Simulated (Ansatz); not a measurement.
```yaml
crystal:
  periodic: [false, false, false]
  atoms:
    - {symbol: O, position_ang: [-0.850503, 0.067543, 1.478121]}
    - {symbol: Ta, position_ang: [-0.020630, 0.009612, 0.091634]}
    - {symbol: Cl, position_ang: [1.614838, -1.575370, 0.302814]}
    - {symbol: Cl, position_ang: [-1.530334, -0.655321, -1.523275]}
    - {symbol: Cl, position_ang: [0.805490, 2.046022, -0.403084]}
basis:
  gaussian: {orbitals: def2-mTZVPP, fitting: {mean_field: cc-pVTZ-jkfit}}
hamiltonian: {xc: {name: r2SCANh}, dispersion: d3bj}
```

```sh
$ ansatz run in.yaml --threads 4 --pin off --events-out ev --progress --plain --max-ram 10444MiB
```

**Question.** How does Ansatz answer? (Best estimate.)

**Answer.** The calculation gave: The program refused the input.
```
Warning: the engine holds no damping parameters fitted to this dispersion correction and functional, so the run takes those fitted to r2scanh beside the three-body term, which d3bj leaves out (hamiltonian.dispersion, under Limitations)
Functional definition: r2SCANh
Error: <dir> the basis set cc-pVTZ-JKFIT has no functions for Ta
```
